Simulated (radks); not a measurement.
Values are calculated unless marked as measured or tabulated.
Excited configurations of the gallium ion Ga+: one electron is placed in a higher orbital outside [Ar] 3d10 4s1. The ground configuration is [Ar] 3d10 4s2. Level of theory: Dirac Kohn-Sham, PBE, spin-unpolarised, spherical densities, finite nucleus; open shells are shared between the two j in proportion to 2j + 1; Fermi nuclear charge, rms radius 3.9973 fm (a radial shooting solver on a logarithmic mesh with Libxc functionals). Excitation = E - E(ground); binding = E(ion) - E, where the ion is the core of charge +2; n* = 2/sqrt(2 binding) in atomic units, and the quantum defect is n - n*. Eigenvalue and <r> are those of j = l + 1/2.

outer orbital	excitation (eV)	binding (eV)	n*	quantum defect	<r> (bohr)
5d	17.370	3.759	3.805	1.195	9.830
5f	18.776	2.353	4.809	0.191	14.93
6s	16.880	4.248	3.579	2.421	9.979
6p	17.634	3.494	3.947	2.053	11.69
7p	18.834	2.294	4.871	2.129	18.13
7d	19.421	1.708	5.645	1.355	23.62
7f	19.876	1.252	6.592	0.408	31.37

The Delta-SCF ionisation energy is 21.128 eV (NIST Atomic Spectra Database: 20.515 eV, measured). Self-interaction in the functional shifts the binding energies and quantum defects, so they are the method's values and not measured ones. Spin polarisation and multiplet splitting are left out, so open shells lie too high by an amount that depends on their filling.

Beside tabulated values, note that spin-unpolarised runs miss the spin-polarisation part of the exchange energy of open shells.
